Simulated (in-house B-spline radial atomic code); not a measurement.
Ne⁷⁺. Computed with a B-spline radial atomic code. Model: all-electron spherical atom, spin shells full or empty, radial basis limit, no spin-orbit coupling, Breit or QED, empty-state partial waves extrapolated as (l+1/2)^-4, RPA, G0W0 and static COHSEX of the highest shell as one setting changes (uncorrelated shells keep exact exchange).

Given: element Ne; charge 7; filled core He; hamiltonian non-relativistic; mean-field start r2SCAN; highest l of empty states 9; highest mean-field shell 2s up.

Shell: 2s 1 0 (electrons up and down).

| natural log step of frequency grid | RPA correlation energy (hartree) | G0W0 level (eV) | G0W0 minus most complete (meV) | RPA minus most complete (millihartree) | linearised minus solved G0W0 (meV) |
| --- | --- | --- | --- | --- | --- |
| 0.25 | -0.16242 | -241 | 0 | 0 | 205.8 |
| 0.4 | -0.16242 | -241 | 0.3 | 0 | 205.8 |
| 0.6 | ? | ? | ? | ? | ? |
| 0.9 | -0.16243 | -241 | -1.4 | 0 | 204.3 |
| 1.3 | -0.16211 | -241.01 | -10.8 | 0.3 | 223.7 |
| 1.8 | ? | ? | ? | ? | ? |
| 2.5 | -0.16007 | -240.71 | 294 | 2.3 | 161.9 |
| 3.5 | -0.15949 | -239.75 | 1249.4 | 2.9 | 459.8 |

Task: What follows for natural log step of frequency grid = 1.8?

Result: RPA correlation energy -0.16088 hartree; G0W0 level -240.88 eV; G0W0 minus most complete 124 meV; RPA minus most complete 1.5 millihartree; linearised minus solved G0W0 203.4 meV.

Task: What follows for natural log step of frequency grid = 0.6?

Result: RPA correlation energy -0.16242 hartree; G0W0 level -241 eV; G0W0 minus most complete 0.6 meV; RPA minus most complete 0 millihartree; linearised minus solved G0W0 205.8 meV.
